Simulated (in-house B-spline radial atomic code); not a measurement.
Radial electron density of neutral vanadium, [Ar] 3d2 4s2 4f1. Computed with a radial B-spline atomic code at the basis-set limit: scalar-relativistic (X2C) Hartree-Fock, spin-polarised, averaged over the determinants with the given up and down occupations, Fermi nucleus of rms radius 3.6002 fm.

Columns: r (bohr), 4πr²n(r) (electrons per bohr), bar.

```
 0.00286   0.8996 #
 0.00363    1.367 ##
  0.0046    2.055 ###
 0.00584    3.065 #####
 0.00741    4.501 #######
  0.0094    6.491 ##########
  0.0119    9.121 #############
  0.0151    12.49 ##################
  0.0192     16.5 ########################
  0.0244    20.77 ###############################
  0.0309    24.55 ####################################
  0.0392    27.03 ########################################
  0.0497    27.35 ########################################
  0.0631    25.38 #####################################
  0.0801    22.35 #################################
   0.102    20.66 ##############################
   0.129    22.32 #################################
   0.164    26.73 #######################################
   0.207    29.82 ############################################
   0.263    27.45 #########################################
   0.334    19.48 #############################
   0.424    11.47 #################
   0.538     8.85 #############
   0.682    10.64 ################
   0.865    11.45 #################
     1.1    8.687 #############
    1.39    4.755 #######
    1.77    2.159 ###
    2.24    1.264 ##
    2.84   0.9154 #
    3.61   0.5346 #
    4.58   0.2032 
    5.81  0.04727 
    7.37  0.01564 
    9.35  0.02709 
    11.9  0.05116 
    15.1  0.06895 
    19.1  0.06082 
    24.2  0.03139 
    30.7 0.008126 
      39 0.0008646 
    49.5 3.039e-05 
    62.8 2.621e-07
```

On this grid the curve has 4 maxima, near 0.0497, 0.207, 0.865, 15.1 bohr.

The 3d up radial function P(r) = rR(r), positive near the nucleus:

```
r (bohr)         P
  0.0244  0.001069
  0.0392  0.003942
  0.0631   0.01383
   0.102   0.04503
   0.164    0.1277
   0.263    0.3046
   0.424    0.5887
   0.682    0.8511
     1.1     0.851
    1.77    0.5439
    2.84    0.1949
    4.58   0.02907
    7.37   0.00111
```
